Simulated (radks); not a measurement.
Values are calculated unless marked as measured or tabulated.
Question: F3+, 6 electrons, occupied as [He] 2s2 2p2. Code: a radial shooting solver on a logarithmic mesh with Libxc functionals. Model: Dirac Kohn-Sham, PBE, spin-unpolarised, spherical densities, finite nucleus; open shells fill j = l - 1/2 first; Fermi nuclear charge, rms radius 2.8976 fm. Some entries of the table are withheld. Estimate them.

| orbital | occ. | eigenvalue (hartree) | <r> (bohr) |
|---|---|---|---|
| 1s1/2 | 2 | -27.24116 | (1) |
| 2s1/2 | 2 | (2) | 0.8767 |
| 2p1/2 | 2 | (3) | (4) |
| 2p3/2 | 0 | (5) | (6) |

Answer: 
(1) 1s1/2 <r> (bohr): 0.1760
(2) 2s1/2 eigenvalue (hartree): -3.35109
(3) 2p1/2 eigenvalue (hartree): -2.67556
(4) 2p1/2 <r> (bohr): 0.8277
(5) 2p3/2 eigenvalue (hartree): -2.67185
(6) 2p3/2 <r> (bohr): 0.8289
